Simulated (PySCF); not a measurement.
# GeSF2, singlet: structure and spectrum

Level of theory: PBE0/[Ge def2-TZVP, S def2-TZVP, F def2-TZVP], no relativity, density fitting, PySCF.

The structure is a minimum.

```xyz
4
charge 0 multiplicity 1, angstrom
Ge    0.0000    0.0000   -0.1554
S     0.0000    0.0000    1.8452
F     1.3051    0.0000   -1.2554
F    -1.3051    0.0000   -1.2554
```

| Quantity | Value |
| --- | --- |
| Point group | Cs |
| Bond lengths | Ge–F 1.707 Å (×2), Ge–S 2.001 Å |
| Bond angles | F–Ge–F 99.7°, F–Ge–S 130.1° (×2) |
| Rotational constants | 0.2605, 0.09886, 0.07166 cm⁻¹ |
| Entropy at 298.15 K and 1 bar | 311.5 J/(mol K) |
| Principal quadrupole moments (Buckingham, traceless) about the centre of mass | -3.06, -2.98, 6.05 D Å |
| Enthalpy at 298.15 K above 0 K | 15.24 kJ/mol |
| Atomisation energy without zero-point energy | 1294 kJ/mol |
| Highest occupied level | -8.19 eV |
| Principal polarisabilities | 32.0, 36.8, 61.6 bohr³ |
| Zero-point energy | 16.1 kJ/mol |
| Lowest empty level | -2.54 eV |
| Dipole moment | 0.14 D |
| Heat capacity Cp at 298.15 K | 67.0 J/(mol K) |
| Rotational symmetry number | 1 |

Harmonic modes (masses in u: Ge 73.921, S 31.972, F 18.998):
```tsv
symmetry	ω (cm⁻¹)	IR (km/mol)	type
a''	172	11.5	bend
a'	188	18.3	bend
a'	261	22.0	bend
a'	556	4.4	stretch
a''	742	99.5	stretch
a'	769	145	stretch
```

Charges (e):
```csv
atom,Mulliken,Löwdin,polar tensor,Mayer order to Ge1
Ge1,0.91,0.14,1.63,–
S2,-0.29,0.05,-0.40,2.09
"F3,4",-0.31,-0.10,-0.62,1.02
```

Mulliken populations on Ge1: s 7.07, p 13.48, d 10.42, f 0.11.

Outer orbital energies (eV). occupied: -14.20, -13.45, -13.40, -12.76, -12.41, -11.24, -8.56, -8.19; empty: -2.54, -2.17, 0.72, 2.92.

Counting electrons, germanium keeps none of its valence electrons outside its bonds, so the VSEPR class is AX3 and the expected shape is trigonal planar; with unlike ligands the computed point group is Cs.

Only a few start shapes were tried, so a lower isomer may exist.

The final relaxation and frequency run took of the order of 2.6 core-minutes on a shared host.
